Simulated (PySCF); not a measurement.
## Correlation energy of Te (tellurium, neutral)

[Kr] 4d10 5s2 5p4, high-spin 3P determinant. Calculation: PySCF 2.14, in aug-cc-pwCVTZ-DK3; the spin-free X2C one-electron Hamiltonian (Gaussian nucleus). Frozen: [Kr] 4d10; 6 electrons correlated.

| level | correlation energy (mhartree) |
| --- | --- |
| CCSD | -106.05 |
| (T) | -3.65 |
| CCSD(T) | -109.70 |

Diagnostics: T1 = 0.0091, D1 = 0.0265, largest double amplitude 0.034.

Is a single reference adequate?

Yes, within this model without spin-orbit coupling: T1 lies below 0.03 and no double amplitude reaches 0.07.
